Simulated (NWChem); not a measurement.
Lowest excitation of H3S2 (+1)

```xyz
5

S     -0.5847    -0.9164     0.0000
S      0.5567     0.8300     0.0000
H      0.5335    -1.6858     0.0000
H     -0.0434     1.5340     1.0045
H     -0.0434     1.5340    -1.0045
```
Charge +1, spin multiplicity 1.

All runs are NWChem calculations. The geometry was optimised at PBE0/def2-SVP, a minimum by its harmonic frequencies. It is one conformer; others weren't searched.

Basis set: aug-cc-pVDZ.

The correlated methods keep 10 core orbitals frozen. The structure started from a generated list of species. Coupled-cluster values serve here as a point of comparison, not as the truth.

Task: One of these methods gave a lowest vertical singlet excitation energy of 4.00 eV. Which?
(A) CIS
(B) EOM-CCSD
(C) TDA-LDA (SVWN5)

Result: C, TDA-LDA (SVWN5). The others give 4.70 (CIS), 4.43 (EOM-CCSD).
